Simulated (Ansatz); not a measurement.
Species: C3H3O2 (charge 0, doublet). It need not be the lowest isomer of its formula. 
Structure (B3LYP-D3(BJ)/def2-TZVP (Ansatz, a program for electronic structure) minimum search):
```
C
O 1 1.2501
C 1 1.3938 2 116.50
O 3 1.1553 2 145.87 1 -180.00
C 1 1.5052 2 125.20 3 180.00
H 5 1.0913 1 112.24 2 180.00
H 5 1.0915 6 108.99 1 -121.08
H 5 1.0915 6 108.99 7 -117.84
```
Charge 0, spin multiplicity 2.

Parts of the frozen-core correlation energy in cc-pVDZ (Ansatz, hartree). Frozen orbitals: 5; correlated occupied orbitals by spin: 14 and 13; virtual: 66 and 67. UHF or UKS for open shells. Spin-orbit coupling is left out. Non-relativistic.

```json
[
 {"term": "reference (HF)", "value": "-265.03834"},
 {"term": "MP2 opposite-spin", "value": "[?]"},
 {"term": "MP2 same-spin", "value": "[?]"},
 {"term": "CCSD correlation", "value": "-0.76138"},
 {"term": "(T)", "value": "[?]"},
 {"term": "T1 diagnostic", "value": "0.027"},
 {"term": "largest doubles amplitude", "value": "0.049"},
 {"term": "<S^2> of the reference", "value": "0.843"}
]
```

**Question.** What belongs in the gaps?

**Answer.** 
- MP2 opposite-spin, value: -0.53213
- MP2 same-spin, value: -0.19412
- (T), value: -0.02762
